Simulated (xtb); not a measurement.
C₅H₄O₂, SMILES C=C=C1OC=CO1. All values are semi-empirical tight-binding results from xtb (GFN2-xTB unless named), good for trends rather than for accurate numbers. Coordinates come from a GFN2-xTB optimisation. The structure was generated by enumeration, and PubChem lists no compound with its InChIKey, so it may never have been made.

Optimised geometry:

Bonds (Å): C1–C2 1.296, C1–H8 1.081, C1–H9 1.081, C2–C3 1.305, C3–O4 1.382, C3–O7 1.382, O4–C5 1.371, C5–C6 1.330, C5–H10 1.069, C6–O7 1.371, C6–H11 1.069. Angles (°): C2–C1–H8 122.0, C2–C1–H9 122.0, H8–C1–H9 116.0, C1–C2–C3 180.0, C2–C3–O4 125.0, C2–C3–O7 125.0, O4–C3–O7 110.1, C3–O4–C5 105.0, O4–C5–C6 109.9, O4–C5–H10 117.3, C6–C5–H10 132.8, C5–C6–O7 109.9, C5–C6–H11 132.8, O7–C6–H11 117.3, C3–O7–C6 105.0.
Charge 0, spin multiplicity 1.

Q: Estimate the properties. (The exact figures need the calculation; the answer reports its results.)

A: 
```yaml
point_group_as_xtb_finds_it: C2v
orbital_gap: 3.59 eV
dipole_moment: 1.22 D
zero_point_energy: 46.9 kcal/mol
G − E(el) at 298.15 K (modified RRHO): 28.4 kcal/mol
static polarisability (D4 model): 63.6 bohr³
solvation energy, GFN2-xTB/ALPB(water): -1.5 kcal/mol
solvation energy, GFN2-xTB/ALPB(chcl3): -6.0 kcal/mol
```

Computed IR lines (harmonic; lines under 4 % of the strongest left out, lines within 3 cm⁻¹ merged):
ν (cm⁻¹): 550 (w), 785 (w), 839 (s), 858 (w), 893 (w), 1016 (s), 1054 (m), 1154 (m), 1211 (s), 1335 (vs), 1473 (s), 1639 (w), 2100 (s), 3031 (w), 3036 (m) (against the strongest line: vs over 80 %, s over 45 %, m over 15 %, w over 4 %, vw less)

Computed atomic charges and the Wiberg bond orders between heavy atoms:
charges (e) C1 -0.07, C2 -0.08, C3 0.25, O4 -0.24, C5 0.07, C6 0.07, O7 -0.24, H8 0.06, H9 0.06, H10 0.06, H11 0.06. Bond orders C1–C2 2.01, C2–C3 1.73, C3–O4 1.00, O4–C5 1.05, C5–C6 1.78, C3–O7 1.00, C6–O7 1.05.
